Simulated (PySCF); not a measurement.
Gas-phase reaction: SnO2 + 2 F = SnF2 + O2

Energies from PySCF (xtb for GFN2), thermal terms from the rigid-rotor harmonic-oscillator model, ideal gas at 1 bar. † marks an energy on the PBE0/def2-TZVP geometry and frequencies; other levels use their own. MP2 and CCSD(T) freeze the core. Open shells (unrestricted): F (multiplicity 2, electronic degeneracy 6), O2 (multiplicity 3); the rest are closed-shell singlets. GFN2 has no spin-polarisation term. Spin-orbit splitting is ignored; it lowers the true energy and changes the entropy of F. Sn: scalar-relativistic def2 core potential, no spin-orbit coupling. SnO2: computed as isolated molecules; such fragments, hydroxides, amides, oligomers or adducts are transient or little studied in the gas. MP2 isn't extrapolated to the basis-set limit; its ΔH°(298 K) is -726.0 kJ in def2-SVP and -696.6 kJ in def2-TZVPP. CCSD(T) isn't extrapolated to the basis-set limit; its ΔH°(298 K) is -718.0 kJ in def2-SVP and -688.7 kJ in def2-TZVPP. The harmonic model lacks anharmonicity and excited electronic states, which grow with temperature; levels with a mode under 35 cm⁻¹ are left out. Warning, large T1 diagnostic: SnO2 (CCSD(T)/def2-TZVPP†).

```
level                ΔE electronic, kJ  ΔH°(298 K), kJ  ΔS°(298 K), J/K  ΔG°(1200 K), kJ
-------------------  -----------------  --------------  ---------------  ---------------
CCSD(T)/def2-TZVPP†               -691            -689              -90             -572
GFN2-xTB                          -527            -525              -89             -410
HF/def2-TZVP†                     -645            -642              -90             -525
M06-2X/def2-TZVP†                 -759            -756              -90             -639
MP2/def2-SVP†                     -729            -726              -90             -609
PBE/def2-TZVP†                    -763            -761              -90             -644
PBE0/def2-QZVP†                   -751            -748              -90             -631
PBE0/def2-SVP†                    -797            -795              -90             -678
PBE0/def2-TZVP                    -751            -748              -90             -631
LDA/def2-TZVP†                    -866            -863              -90             -746
ωB97X-V/def2-TZVP†                -772            -770              -90             -653
```
ΔH° is lowest at LDA/def2-TZVP† and highest at GFN2-xTB. No reference value is set beside these.
